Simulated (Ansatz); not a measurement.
Relaxation of BH3OS2 (7 atoms, charge 0, multiplicity 1), to a largest force component of 0.015 eV/Å in at most 40 steps.

Theory: RKS B3LYP-D4/def2-SVP (Ansatz 0.2.0).

```xyz
7
Properties=species:S:1:pos:R:3
O -1.464 0.453 0.437
B -0.379 -0.382 0.161
S 0.829 -0.753 1.515
S -0.067 -1.118 -1.552
H -1.181 1.399 0.190
H 1.661 0.364 1.175
H 0.661 -0.032 -1.971
```

Question: Where does it end, and by what steps?

Answer: It converged. After 15 steps the energy has fallen by 1.680 eV; H6 moved furthest, 1.32 Å.

```json
{"step": "0", "energy less start (eV)": "0.0000", "largest force component (eV/Å)": "1.825", "accepted": "yes"}
{"step": "1", "energy less start (eV)": "-0.1210", "largest force component (eV/Å)": "1.660", "accepted": "yes"}
{"step": "2", "energy less start (eV)": "-0.3100", "largest force component (eV/Å)": "1.624", "accepted": "yes"}
{"step": "3", "energy less start (eV)": "-0.4461", "largest force component (eV/Å)": "2.323", "accepted": "yes"}
{"step": "4", "energy less start (eV)": "-0.8472", "largest force component (eV/Å)": "1.069", "accepted": "yes"}
{"step": "5", "energy less start (eV)": "-1.0917", "largest force component (eV/Å)": "0.806", "accepted": "yes"}
{"step": "6", "energy less start (eV)": "-1.3362", "largest force component (eV/Å)": "0.831", "accepted": "yes"}
{"step": "7", "energy less start (eV)": "-1.5309", "largest force component (eV/Å)": "0.541", "accepted": "yes"}
{"step": "8", "energy less start (eV)": "-1.6302", "largest force component (eV/Å)": "0.291", "accepted": "yes"}
{"step": "9", "energy less start (eV)": "-1.6704", "largest force component (eV/Å)": "0.194", "accepted": "yes"}
{"step": "10", "energy less start (eV)": "-1.6641", "largest force component (eV/Å)": "0.360", "accepted": "no"}
{"step": "11", "energy less start (eV)": "-1.6742", "largest force component (eV/Å)": "0.077", "accepted": "yes"}
{"step": "12", "energy less start (eV)": "-1.6791", "largest force component (eV/Å)": "0.064", "accepted": "yes"}
{"step": "13", "energy less start (eV)": "-1.6795", "largest force component (eV/Å)": "0.020", "accepted": "yes"}
{"step": "14", "energy less start (eV)": "-1.6795", "largest force component (eV/Å)": "0.016", "accepted": "no"}
{"step": "15", "energy less start (eV)": "-1.6795", "largest force component (eV/Å)": "0.008", "accepted": "yes"}
```

```xyz
7
Properties=species:S:1:pos:R:3
O -1.254 0.690 0.414
B -0.069 0.044 0.280
S 0.798 -0.341 1.839
S 0.693 -0.452 -1.314
H -1.717 0.888 -0.408
H 1.874 -0.938 1.279
H -0.264 0.041 -2.136
```

Whether the end is a true minimum wasn't checked by a vibrational analysis.

Time of the run: 51 s on 1 thread of Arm Neoverse V1, on a shared host, peak memory 0.15 GiB.
